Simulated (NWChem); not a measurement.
Species: Si₄H₈O; SMILES [SiH3][Si@@H]1O[SiH2][SiH2]1

```xyz
13

Si    -0.0422    -2.5841    -0.3975
Si    -0.0118    -0.5354     0.7457
O     -1.3467     0.4316     0.3107
Si    -0.7731     1.8780    -0.3636
Si     1.4540     1.1418    -0.0607
H      1.1710    -3.3709    -0.0113
H     -0.0076    -2.3386    -1.8722
H     -1.2634    -3.3809    -0.0663
H      0.0142    -0.7593     2.2254
H     -1.2524     2.0420    -1.7684
H     -1.2162     3.0584     0.4368
H      2.2418     0.8216    -1.2897
H      2.3087     1.8695     0.9254
```
Atoms are numbered in this order, from 1.

Results from NWChem. Coordinates come from a PBE0/def2-SVP optimisation. B3LYP is NWChem's, with the RPA form of VWN correlation.

Task: Order these by “orbital gap (eV)”, lowest first: PBE/def2-TZVP; PW6B95/def2-TZVP; B3LYP/def2-TZVP.

Result: PBE/def2-TZVP (4.27), B3LYP/def2-TZVP (5.74), PW6B95/def2-TZVP (6.13)
